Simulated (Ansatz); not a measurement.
Total energies of BH₂I from Ansatz at PBE-D4/def2-TZVP, gas phase (1 Eh = 27.2114 eV = 2625.5 kJ/mol). The reference geometry is relaxed at PBE-D4/def2-TZVP.

Cartesian coordinates in Å:
```
B 0.041 0.247 0.014
H 1.057 0.611 0.526
H -0.794 0.972 -0.439
I -0.305 -1.830 -0.101
```

| state | geometry | energy (Eh) |
| --- | --- | --- |
| charge 0 singlet | reference | -323.70528 |
| charge 1 doublet | reference | -323.34514 |
| free B atom (doublet) | – | -24.61008 |
| free H atom (doublet) | – | -0.49962 |
| free I atom (doublet) | – | -297.66548 |

In the def2 sets I takes a core potential; there is no spin–orbit coupling.

Q: Work out the vertical ionisation energy to the doublet.

A: E(charge 1 doublet) − E(charge 0 singlet) = -323.34514 − (-323.70528) = 0.36014 Eh = 9.80 eV. For comparison, −ε of the highest occupied level is 6.45 eV at this level, 3.35 eV less.

Q: What is the binding energy per atom against free atoms?

A: Atoms: 1 × (-24.61008) + 2 × (-0.49962) + 1 × (-297.66548) = -323.27480 Eh. Binding: -323.27480 − (-323.70528) = 0.43048 Eh = 11.71 eV, or 2.93 eV for each of 4 atoms (no zero-point energy, no counterpoise term).
